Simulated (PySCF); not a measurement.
# Charge on either side of a bond

C4H5F2NSi.
Atom-mapped SMILES: `[N:1]#[C:2][C@H:3]([SiH3:4])/[C:5]([F:6])=[CH:7]\[F:8]` (hydrogens: H9 on C3; H10, H11, H12 on Si4; H13 on C7)

Cartesian coordinates in Å at the GFN2-xTB level; atoms count from 1:
```xyz
13
C4H5F2NSi angstrom
N     -1.4020   -2.3415   -1.1760
C     -0.8483   -1.5450   -0.5710
C     -0.1850   -0.5241    0.1878
Si    -1.5214    0.7762    0.7400
C      0.8758    0.1307   -0.6214
F      0.4480    0.7253   -1.7546
C      2.1668    0.2222   -0.3341
F      2.6650   -0.3351    0.7811
H      0.2754   -0.9840    1.0658
H     -0.7790    1.7888    1.4900
H     -2.4675    0.0416    1.5744
H     -2.1381    1.3200   -0.4636
H      2.9058    0.7254   -0.9361
```

Atomic charges (e) from the PBE0/pcSseg-1 density (PySCF):

| atom | Mulliken | IAO | Hirshfeld | ESP-fitted |
| --- | --- | --- | --- | --- |
| N1 | -0.2315 | -0.2412 | -0.2214 | -0.4672 |
| C2 | +0.1479 | +0.1363 | +0.0723 | +0.4131 |
| C3 | -0.5646 | -0.4278 | -0.0935 | -0.2918 |
| Si4 | +0.5713 | +0.6381 | +0.3421 | +0.3886 |
| C5 | +0.1966 | +0.2472 | +0.0684 | +0.1410 |
| F6 | -0.2664 | -0.2627 | -0.0666 | -0.1510 |
| C7 | +0.2391 | +0.0877 | +0.0189 | -0.1069 |
| F8 | -0.2716 | -0.2643 | -0.0753 | -0.1177 |
| H9 | +0.2054 | +0.2059 | +0.0704 | +0.1826 |
| H10 | -0.0666 | -0.1066 | -0.0661 | -0.0713 |
| H11 | -0.0563 | -0.0995 | -0.0609 | -0.0748 |
| H12 | -0.0360 | -0.0906 | -0.0588 | -0.0432 |
| H13 | +0.1327 | +0.1776 | +0.0702 | +0.1986 |

Question: Cut each of the bonds C2–C3, Si4–C3, C5–C3 and C7–C5 in turn and sum the charges on the side of the atom named first.

Answer: In e; the other side holds the opposite charge:

```
bond cut  piece  atoms  Mulliken     IAO  Hirshfeld  ESP-fitted
   C2–C3     CN      2    -0.084  -0.105     -0.149      -0.054
  Si4–C3   SiH3      4    +0.412  +0.341     +0.156      +0.199
   C5–C3  C2HF2      5    +0.030  -0.014     +0.016      -0.036
   C7–C5    CHF      3    +0.100  +0.001     +0.014      -0.026
```

Extremes among these pieces. Mulliken: lowest CN at C2, highest SiH3 at Si4; IAO: lowest CN at C2, highest SiH3 at Si4; Hirshfeld: lowest CN at C2, highest SiH3 at Si4; ESP-fitted: lowest CN at C2, highest SiH3 at Si4.

Question: Do the schemes agree better on the pieces than on the single atoms at the cuts?

Answer: The spread between schemes averages 0.136 e for the pieces and 0.290 e for the atoms named first; it is smaller for the piece at 4 of the 4 cuts. On average they agree better on the pieces. The sign differs between schemes (beyond ±0.03 e) for C2HF2 at C5.

One conformer (not necessarily the lowest) at the GFN2-xTB geometry, without solvent, vibrations or thermal averaging.
